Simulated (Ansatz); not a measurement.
```yaml
atoms:
  - { symbol: Sc, position_ang: [-0.0501, 0.1772, -0.4824] }
  - { symbol: O, position_ang: [-0.0904, -0.1358, 1.1797] }
```

UHF on doublet ScO was run in several spherical basis sets with Ansatz (development build ahead of 0.2.0).

Q: Rank the basis sets by the total energy that they give, lowest first, with the distance from the lowest.
A. cc-pVDZ
B. 6-31G
C. def2-SVP
D. STO-3G

A: A (0.00 eV), B (2.71 eV), C (5.02 eV), D (236.05 eV).

Totals follow the description of the cores as much as that of the bonds, so this order isn't one of quality for chemistry.
